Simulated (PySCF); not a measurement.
# Substituent effects on chemical shifts

Parent skeleton `[cH:1]1[cH:2][cH:3][s+:4][cH:5][cH:6]1`; one hydrogen on atom 3 is replaced by X. Hydrogens on one atom are averaged.

[PySCF 2.14.0 with density-fitted response routines: structure optimised with GFN2-xTB; σ from GIAO-PBE0/pcSseg-1; non-relativistic; one averaged value for each set of equivalent atoms; one computed conformer; gas phase]

References, each an isolated molecule treated in the same way: ¹³C (186.93 ppm), ¹H (31.72 ppm) against TMS; CS2 for ³³S (503.73 ppm).

Parent (X = H): C1 159.3, C2 144.3, C3 168.6, S4 367.8, C5 168.6, C6 144.3, H(C1) 9.49, H(C2) 9.39, H(C5) 10.03 ppm. Effects are Δδ = δ(X) − δ(H), positive for deshielding.

**Question.** Give Δδ (ppm) for X = allyl, CN, SO3H.

**Answer.** 
```csv
X,SMILES,C1,C2,C3,S4,C5,C6,H(C1),H(C2),H(C5)
allyl,C=CCc1cccc[s+]1,-1.5,-0.3,+27.0,-14.6,-4.0,-3.6,-0.31,-0.43,-0.42
CN,N#Cc1cccc[s+]1,+0.6,+6.0,-15.6,+25.1,+1.0,-0.5,+0.06,+0.03,-0.05
SO3H,O=S(=O)(O)c1cccc[s+]1,+1.7,-3.9,+18.8,+9.1,+4.4,+1.3,+0.06,+0.11,+0.08
```

**Question.** Which position responds most, and to which substituents?

**Answer.** C3: from -15.6 ppm with CN to +27.0 ppm with allyl.
